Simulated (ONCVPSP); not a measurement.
**Building the ONCV potential for Si (PBE, scalar-relativistic).**

The input file (ONCVPSP 4.0.1):

```
# ATOM AND REFERENCE CONFIGURATION
# atsym  z   nc   nv     iexc    psfile
  Si 14.00    3    2        4      upf
#
#   n    l    f
    1    0    2.00
    2    0    2.00
    2    1    6.00
    3    0    2.00
    3    1    1.75
#
# PSEUDOPOTENTIAL AND OPTIMIZATION
# lmax
    1
#
#   l,   rc,      ep,       ncon, nbas, qcut
    0    1.85    0.00    4    8    3.90
    1    1.90    0.00    4    7    4.60
#
# LOCAL POTENTIAL
# lloc, lpopt,  rc(5),   dvloc0
    4    5    1.45    0.00
#
# VANDERBILT-KLEINMAN-BYLANDER PROJECTORs
# l, nproj, debl
    0    2    2.30
    1    2    3.40
#
# MODEL CORE CHARGE
# icmod, fcfact, rcfact
    0    0.00    0.00
#
# LOG DERIVATIVE ANALYSIS
# epsh1, epsh2, depsh
   -2.00    5.00    0.02
#
# OUTPUT GRID
# rlmax, drl
    6.00    0.01
#
# TEST CONFIGURATIONS
# ncnf
    4
# nvcnf
#   n    l    f
    2
    3    0    2.00
    3    1    2.00
#
    2
    3    0    2.00
    3    1    1.00
#
    2
    3    0    2.00
    3    1    0.00
#
    2
    3    0    0.00
    3    1    4.00
#
```

Command:

```bash
oncvpsp.x < Si.dat > Si.out
```

Output (shortened: citation, most of the input echo, consistency checks and plot data are left out):

```
ONCVPSP  (Optimized Norm-Conservinng Vanderbilt PSeudopotential)
scalar-relativistic version 4.0.1

#   n    l    f        energy (Ha)
    1    0    2.00    -6.5711269E+01
    2    0    2.00    -5.2048283E+00
    2    1    6.00    -3.5901103E+00
    3    0    2.00    -4.6726916E-01
    3    1    1.75    -2.1408021E-01

Reference configufation results
  iterations    24
  all-electron total energy (Ha)   -2.89791402D+02

Begin loop to  construct optimized pseudo wave functions
and semi-local pseudopoentials for all angular momenta

   Wellstate for l =  0  n =  5
     eigenvalue =   1.8327
     asymptotic potential =   2.3327
     half-point radius =  3.9100

Calculating optimized projector #   1

 for l=   0

    Fraction of norm inside rc  0.407577
    Optimizing pswf for qcut=   3.91 a_B^-1,  ecut=   7.64 Ha
    Residual kinetic energy error=  6.50D-04 Ha

    Energy error per electron        Cutoff
         Ha          eV             Ha
         0.01000     0.27211        4.69
         0.00100     0.02721        7.21
         0.00010     0.00272       26.11
         0.00001     0.00027       49.11

Calculating optimized projector #   2

 for l=   0

    Fraction of norm inside rc  0.110678
    Optimizing pswf for qcut=   3.91 a_B^-1,  ecut=   7.64 Ha
    Residual kinetic energy error=  3.75D-03 Ha

    Energy error per electron        Cutoff
         Ha          eV             Ha
         0.01000     0.27211        6.72
         0.00100     0.02721        9.69
         0.00010     0.00272       28.50
         0.00001     0.00027       51.21

   Wellstate for l =  1  n =  5
     eigenvalue =   3.1859
     asymptotic potential =   3.6859
     half-point radius =  3.2061

Calculating optimized projector #   1

 for l=   1

    Fraction of norm inside rc  0.262539
    Optimizing pswf for qcut=   4.60 a_B^-1,  ecut=  10.60 Ha
    Residual kinetic energy error=  1.52D-05 Ha

    Energy error per electron        Cutoff
         Ha          eV             Ha
         0.01000     0.27211        2.10
         0.00100     0.02721        3.37
         0.00010     0.00272        8.31
         0.00001     0.00027       11.66

Calculating optimized projector #   2

 for l=   1

    Fraction of norm inside rc  0.149057
    Optimizing pswf for qcut=   4.60 a_B^-1,  ecut=  10.60 Ha
    Residual kinetic energy error=  1.88D-03 Ha

    Energy error per electron        Cutoff
         Ha          eV             Ha
         0.01000     0.27211        8.27
         0.00100     0.02721       11.17
         0.00010     0.00272       17.56
         0.00001     0.00027       39.85

Construct Vanderbilt / Kleinmman-Bylander projectors

B matrix Hermiticity error, ll=   0
   1   2   -9.8856E-05

  Orthonormal projector coefficients  4.7635E+00  6.8141E-01

B matrix Hermiticity error, ll=   1
   1   2   -1.1278E-04

  Orthonormal projector coefficients  2.1415E+00  3.5892E-01

Pseudoatom total energy   -3.696491

Diagnostic tests using Vanderbilt-Kleinman-Bylander pseudopotentials
  1 or more projectors used as specified by nproj input data

   l    rcore       rmatch      e in        delta e   norm test  slope test

   0   1.8542871   1.9105873  -0.4672692  -0.0000020   1.0000226   1.0000465
   0   1.8542871   1.9105873   1.8327308   0.0000037   1.0001795   1.0001795

   1   1.9105873   1.9685968  -0.2140802   0.0000004   1.0000142   1.0000004
   1   1.9105873   1.9685968   3.1859198   0.0000440   1.0001340   1.0001340

 Testing for bound ghosts
   n   l    E NL Schr. Eq   E Basis Diag.   E Cutoff

   1   0       -0.467271       -0.463876     75.85

   2   1       -0.214080       -0.200532     60.39

 Testing for highly-localized positive-energy ghosts
       l    <radius>/rc     E Basis Diag.   E Cutoff

       0        0.866167        5.605916     75.85  WARNING - GHOST(+)

Test configuration 0

   n   l     f        eae           eps        diff
   1   0  2.0000  -65.71126878
   2   0  2.0000   -5.20482834
   2   1  6.0000   -3.59011029
   3   0  2.0000   -0.46726916   -0.46727115   -1.99D-06
   3   1  1.7500   -0.21408021   -0.21407986    3.51D-07

    Total energies and differences
      AE_ref= -2.89791402D+02  AE_tst= -2.89791402D+02  dif=  0.00D+00
      PS_ref= -3.69649059D+00  PS_tst= -3.69649059D+00  dif= -3.11D-15
      PSP excitation error=  3.11D-15

Test configuration 1

   n   l     f        eae           eps        diff
   1   0  2.0000  -65.63199305
   2   0  2.0000   -5.12654738
   2   1  6.0000   -3.51173570
   3   0  2.0000   -0.39736459   -0.39736207    2.52D-06
   3   1  2.0000   -0.14998149   -0.14996755    1.39D-05

    Total energies and differences
      AE_ref= -2.89791402D+02  AE_tst= -2.89836820D+02  dif= -4.54D-02
      PS_ref= -3.69649059D+00  PS_tst= -3.74190912D+00  dif= -4.54D-02
      PSP excitation error=  3.35D-07

Test configuration 2

   n   l     f        eae           eps        diff
   1   0  2.0000  -65.98789348
   2   0  2.0000   -5.47570426
   2   1  6.0000   -3.86146401
   3   0  2.0000   -0.69950321   -0.69949894    4.27D-06
   3   1  1.0000   -0.42834919   -0.42841196   -6.28D-05

    Total energies and differences
      AE_ref= -2.89791402D+02  AE_tst= -2.89552380D+02  dif=  2.39D-01
      PS_ref= -3.69649059D+00  PS_tst= -3.45743409D+00  dif=  2.39D-01
      PSP excitation error= -3.44D-05

Test configuration 3

   n   l     f        eae           eps        diff
   1   0  2.0000  -66.43699071
   2   0  2.0000   -5.90942986
   2   1  6.0000   -4.29635628
   3   0  2.0000   -1.04868596   -1.04829309    3.93D-04

    Total energies and differences
      AE_ref= -2.89791402D+02  AE_tst= -2.88964655D+02  dif=  8.27D-01
      PS_ref= -3.69649059D+00  PS_tst= -2.86963766D+00  dif=  8.27D-01
      PSP excitation error= -1.06D-04

Test configuration 4

   n   l     f        eae           eps        diff
   1   0  2.0000  -65.75312061
   2   0  2.0000   -5.24419510
   2   1  6.0000   -3.62854235
   3   1  4.0000   -0.19105068   -0.19090671    1.44D-04

    Total energies and differences
      AE_ref= -2.89791402D+02  AE_tst= -2.89330472D+02  dif=  4.61D-01
      PS_ref= -3.69649059D+00  PS_tst= -3.23570659D+00  dif=  4.61D-01
      PSP excitation error=  1.46D-04
```

The run took about 2.4 s on one core of a shared server CPU.
